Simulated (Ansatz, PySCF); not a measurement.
Spin gap between two states, R1 and P1; the higher of the two is an excited state, each structure at its B3LYP-D3(BJ)/def2-TZVP stationary point, reached from a drawn start (curvature not checked).
R1, CH2 (SMILES [CH2]) (charge 0, multiplicity 3):
```xyz
3

C      0.00000     0.00000    -0.27499
H      0.99625     0.00000     0.13750
H     -0.99625     0.00000     0.13750
```
P1, CH2 (SMILES [CH2]) (charge 0, multiplicity 1, Z-matrix in Å and degrees):
```
C
H 1 1.1106
H 1 1.1106 2 101.82
```

P less R. No zero-point or thermal terms; singlets are restricted closed shells; open shells are unrestricted.

Frozen-core correlation throughout. CBS(a, b) extrapolates the correlation energy as X⁻³ and adds the Hartree–Fock energy of set b.

The values were computed with Ansatz (a program for electronic structure); PySCF for the D3/D4 terms. All values are computed, each at the level named.

### Question
Give the spin gap at the level r2SCAN-D4/def2-TZVPP.

### Answer
22.1 kcal/mol

### Question
Predict the spin gap from revPBE/def2-TZVPP.

### Answer
15.8 kcal/mol

### Question
Estimate the spin gap that CCSD(T)/CBS(cc-pVTZ, cc-pVQZ) returns for this input.

### Answer
9.3 kcal/mol
